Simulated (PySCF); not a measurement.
# How the method changes the constants of SbF

State: ³Σ⁻ (triplet), unpaired electrons π ↑↑. Set-up: PySCF, scalar-relativistic core potentials, basis sets Sb def2-TZVPPD with ECP28, F def2-TZVPPD. De refers to Sb + F in their high-spin ground configurations, without counterpoise correction. The functionals are run spin-unrestricted. A positive dipole means Sb(−)F(+).

| Level | Re (Å) | ωe (cm⁻¹) | De (eV) | μ (D) | CPU s a point (SCF and correlation, without the integrals) |
| --- | --- | --- | --- | --- | --- |
| UHF | 1.897 | 646 | 2.21 | -2.50 | 3.2 |
| UHF-MP2 | 1.927 | 603 | 4.11 | n/a | 4.9 |
| UHF-SCS-MP2 | 1.929 | 599 | 4.01 | n/a | n/a |
| UHF-CCSD | 1.918 | 618 | 3.78 | n/a | n/a |
| UHF-CCSD(T) | 1.925 | 606 | 3.94 | n/a | 190 |
| PBE | 1.952 | 571 | 4.53 | -2.31 | 1.7 |
| revPBE | 1.961 | 560 | 4.26 | -2.35 | 1.1 |
| r²SCAN | 1.927 | 602 | 4.24 | -2.25 | 2.6 |
| r²SCANh | 1.920 | 612 | 4.10 | -2.28 | 3.7 |
| B3LYP | 1.941 | 587 | 4.27 | -2.49 | 3 |
| PBE0 | 1.923 | 607 | 4.10 | -2.36 | 3.5 |
| B97-3 | 1.934 | 594 | 4.17 | -2.46 | 2.2 |
| HSE06 | 1.926 | 605 | 4.14 | -2.37 | 3.2 |
| B2PLYP | 1.935 | 594 | 4.20 | -2.64 | 3.5 |

Which functional lies closest to UHF-CCSD(T) in De, which farthest, and by how much do they differ from it?

Closest is r²SCANh (-0.5 pm in Re, +1.0 % in ωe, +0.16 eV in De against UHF-CCSD(T) in the same basis), farthest PBE (+2.7 pm in Re, -5.8 % in ωe, +0.59 eV in De). CCSD(T) converges more slowly with the basis than the functionals do and binds too weakly in this one, so the order can change at the basis-set limit.

What does a quarter of exact exchange do here, going from PBE to PBE0?

PBE0 less PBE: -2.9 pm in Re, +6.3 % in ωe, -0.43 eV in De. Exact exchange removes part of the self-interaction that spreads semilocal densities, and in most molecules shortens and stiffens the bond and lowers De; so it does here.

What does second-order correlation do here, going from UHF to UHF-MP2?

UHF-MP2 less UHF: +3.0 pm in Re, -6.7 % in ωe, +1.90 eV in De. Correlation nearly always deepens the well. The bond lengthens, as in strong covalent bonds, where excitations into antibonding orbitals dominate.

Correlated steps freeze 5 core orbitals. These are scalar-relativistic numbers at best; spin–orbit coupling would shift them, the dissociation energy most. B2PLYP dipoles, levels and charges come from its SCF part alone. The state was picked by a PBE0 search and need not be the measured ground state.

The whole job (state search and all levels along the bond) took about 17 min on 2 threads of Arm Neoverse V1 (shared host), peak memory 3.6 GiB.
